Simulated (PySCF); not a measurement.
Levels of Ce³⁺ from EOM-EA-GCCSD

Reference: closed-shell Ce⁴⁺, [Xe]; one electron is added. Calculated with PySCF 2.14, two-component X2C-1e with screened spin-orbit coupling, x2c-TZVPPall-2c with one added diffuse shell each of s, p, d, f type (12s12p11d5f2g, 156 functions); frozen [Ar] 3d10; the 18 highest virtual spinors dropped; of the others 100 kept and the rest restored at second order. No Breit or QED terms. Binding energies in eV.

```json
{"level": "4f5/2", "Koopmans": "32.521", "second order": "36.721", "EOM-CCSD": "36.038"}
{"level": "4f7/2", "Koopmans": "32.259", "second order": "36.406", "EOM-CCSD": "35.738"}
{"level": "5d3/2", "Koopmans": "29.318", "second order": "30.616", "EOM-CCSD": "30.508"}
{"level": "5d5/2", "Koopmans": "29.035", "second order": "30.275", "EOM-CCSD": "30.178"}
{"level": "6s1/2", "Koopmans": "24.860", "second order": "25.899", "EOM-CCSD": "25.758"}
{"level": "6p1/2", "Koopmans": "20.906", "second order": "21.694", "EOM-CCSD": "21.616"}
{"level": "6p3/2", "Koopmans": "20.360", "second order": "21.076", "EOM-CCSD": "21.007"}
```

Electric-dipole lines between these computed levels:

| lower | upper | ΔE (eV) | vacuum wavelength (nm) |
| --- | --- | --- | --- |
| 4f5/2 | 5d3/2 | 5.530 | 224.2 |
| 4f5/2 | 5d5/2 | 5.860 | 211.6 |
| 4f7/2 | 5d5/2 | 5.560 | 223.0 |
| 5d3/2 | 6p1/2 | 8.892 | 139.4 |
| 5d3/2 | 6p3/2 | 9.501 | 130.5 |
| 5d5/2 | 6p3/2 | 9.171 | 135.2 |
| 6s1/2 | 6p1/2 | 4.142 | 299.4 |
| 6s1/2 | 6p3/2 | 4.751 | 261.0 |

Quantum defects δ = n − Z_c √(13.6057 eV / E) with Z_c = 4: 4f5/2 1.542, 4f7/2 1.532, 5d3/2 2.329, 5d5/2 2.314, 6s1/2 3.093, 6p1/2 2.827, 6p3/2 2.781.

For comparison, the ionisation energy of Ce³⁺ is 36.906 ± 0.009 eV (semi-empirical (NIST evaluation); NIST Atomic Spectra Database, ionization energies).

The highest levels are limited by the diffuse functions of the basis.
